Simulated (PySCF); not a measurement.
Structure problem from calculated spectra and properties.

Formula: C3H8OSSi.

* Polarisability: 92.5 au [B3LYP/def2-SVPD]
* 13C NMR: chemical shifts (computed TMS as zero) by class: 138.9 (1 C), 104.9 (1 C), 17.1 (1 C) ppm [GIAO KT2/pcSseg-2]
* Rotational structure: rotational constants A, B, C: 7.273, 0.907, 0.819 GHz [PBE0-D3(BJ)/def2-SVP]
* NMR, other nuclei: isotropic shieldings of nuclei other than C and H, by class: 225 (1 O), 391 (1 Si), 515 (1 S) ppm [GIAO KT2/pcSseg-2]
* UV, first state: lowest singlet excitation: 4.72 eV (263 nm, f = 0.000) [TDDFT B3LYP/def2-SVPD]
* Valence photoelectron: vertical ionisation energy: 7.73 eV [ΔSCF B3LYP/def2-SVPD]

The electronic properties come from PySCF, for the isolated species, density fitting. Levels stand in brackets. One conformer (not necessarily the lowest) at the PBE0-D3(BJ)/def2-SVP geometry, without solvent, vibrations or thermal averaging. Each NMR value is the plain mean over a class of atoms that symmetry, rotation or inversion makes alike.

Problem. What is the compound? Reason from the data.

Solution. Numbering: `[CH3:1][S:2]/[CH:3]=[CH:4]/[O:5][SiH3:6]`. Its formula, C3H8OSSi, gives 1 degree of unsaturation: 0 rings and 1 π bond in the structure found. 3 carbons fall into 3 classes; from least to most shielded: vinylic carbon bearing oxygen [C4] (138.9 ppm), alkene CH carbon [C3] (104.9 ppm), S-methyl carbon [C1] (17.1 ppm). The other shieldings belong to: 225 ppm, silyl ether oxygen [O5]; 391 ppm, oxygen-bound silicon [Si6]; 515 ppm, sulfide sulfur [S2]. The first electron is taken from the HOMO, whose largest Löwdin shares are 0.41 on the sulfide sulfur, 0.18 on the alkene CH carbon, 0.18 on the vinylic carbon bearing oxygen and 0.12 on the silyl ether oxygen. By its constants the optimised geometry is an asymmetric top. Structure: `CS/C=C/O[SiH3]`. Computed isomers that give other values at the same levels: `C=CO[SiH2]SC` (rotational constant A: 8.325 GHz; this holds for the one conformer computed); `S[C@@H]1CO[SiH2]C1` (rotational constant A: 3.886 GHz; this holds for the one conformer computed); `CC(=S)CO[SiH3]` (rotational constant A: 6.433 GHz; this holds for the one conformer computed). The assignments are read from this structure; whether some other isomer fits the data as well wasn't checked.

Conformer computed: `[CH3:1][S:2]/[CH:3]=[CH:4]/[O:5][SiH3:6]`: C1–S2–C3–C4 -1°, C3–C4–O5–Si6 -2°.
